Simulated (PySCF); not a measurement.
Geometries of 3 isomers of C3H11NSn, from PBE0-D3(BJ)/def2-SVP geometry optimisation, gas phase, def2 core potentials past Kr in PySCF 2.14.0. One conformer each, no zero-point energy, no frequencies.

Question: Which isomer lies lowest at this level?
A.
```xyz
16
angstrom
Sn     0.019    2.016    0.964
H      0.985    1.363    2.234
H      1.023    2.893   -0.112
H     -1.213    3.014    1.615
N     -1.017    0.617   -0.115
C     -0.429   -0.623   -0.592
C     -0.270   -1.686    0.494
C      0.894   -0.346   -1.290
H     -1.937    0.454    0.288
H     -1.117   -1.032   -1.359
H      0.435   -1.347    1.271
H      0.107   -2.637    0.083
H     -1.235   -1.893    0.984
H      1.647    0.035   -0.577
H      1.307   -1.264   -1.734
H      0.767    0.403   -2.086
```
B.
```xyz
16
angstrom
Sn     0.985    0.818    0.690
H      0.926    0.837    2.406
H      2.592    0.808    0.087
C     -0.126    2.478   -0.125
H     -1.168    2.439    0.223
H     -0.114    2.439   -1.224
H      0.323    3.427    0.202
N      0.200   -1.000    0.157
C      0.339   -1.439   -1.205
C     -1.028   -1.425    0.771
H      0.281   -2.543   -1.265
H      1.319   -1.148   -1.616
H     -0.442   -1.045   -1.894
H     -1.072   -1.108    1.826
H     -1.946   -1.043    0.269
H     -1.104   -2.530    0.765
```
C.
```xyz
16
angstrom
Sn     0.076    0.566    0.472
H      0.166    0.576    2.191
C      2.057    0.370   -0.365
H      2.680    1.228   -0.072
H      2.001    0.332   -1.462
H      2.535   -0.551   -0.002
C     -0.926    2.296   -0.311
H     -0.433    3.215    0.038
H     -1.972    2.304    0.025
H     -0.904    2.282   -1.410
N     -1.129   -1.027    0.009
C     -0.744   -2.368    0.376
H     -1.496   -0.985   -0.938
H      0.099   -2.805   -0.202
H     -0.447   -2.399    1.438
H     -1.595   -3.067    0.277
```

Answer: C. That is SnHMe2(NHMe), `[H][Sn]([CH3])([CH3])[NH]C`, 3.4 kcal/mol below the next.

| SMILES | atoms numbered as above | E (Eh) | relative (kcal/mol) | relative (kJ/mol) | dipole (D) |
| --- | --- | --- | --- | --- | --- |
| [H][Sn]([CH3])([CH3])[NH]C | – | -389.63537 | 0.0 | 0.0 | 1.33 |
| [H][Sn]([H])([H])[NH]C(C)C | – | -389.62999 | 3.4 | 14.1 | 0.78 |
| [H][Sn]([H])([CH3])[N](C)C | – | -389.62095 | 9.0 | 37.9 | 1.12 |
